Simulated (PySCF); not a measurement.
C2H8O2Si2, SMILES C[C@H]1O[Si@H](O)[SiH2]1. Geometry: PBE-D3(BJ)/def2-SVP. The structure was generated by enumeration; whether it is a known compound was not checked. Other conformers were not sampled.

Give the equilibrium geometry at PBE-D3(BJ)/def2-SVP (PySCF confirms it by a frequency run) as bond lengths and angles. (Estimate from the structure and the level; the computed values follow.)

One answer among several that fit: 
Atoms: C1 C2 O3 Si4 O5 Si6 H7 H8 H9 H10 H11 H12 H13 H14. Bonds (Å): C1–C2 1.521, C1–H7 1.109, C1–H8 1.110, C1–H9 1.110, C2–O3 1.464, C2–Si6 1.957, C2–H10 1.114, O3–Si4 1.709, Si4–O5 1.676, Si4–Si6 2.347, Si4–H11 1.498, O5–H12 0.974, Si6–H13 1.509, Si6–H14 1.507. Angles (°): C2–C1–H7 110.9, C2–C1–H8 111.5, C2–C1–H9 110.2, H7–C1–H8 108.1, H7–C1–H9 108.4, H8–C1–H9 107.7, C1–C2–O3 110.3, C1–C2–Si6 116.1, C1–C2–H10 109.7, O3–C2–Si6 100.3, O3–C2–H10 108.0, Si6–C2–H10 111.9, C2–O3–Si4 107.5, O3–Si4–O5 113.9, O3–Si4–Si6 79.7, O3–Si4–H11 113.3, O5–Si4–Si6 122.4, O5–Si4–H11 102.3, Si6–Si4–H11 123.9, Si4–O5–H12 114.9, C2–Si6–Si4 72.4, C2–Si6–H13 114.7, C2–Si6–H14 115.0, Si4–Si6–H13 118.9, Si4–Si6–H14 122.4, H13–Si6–H14 108.9.
Charge 0, spin multiplicity 1.
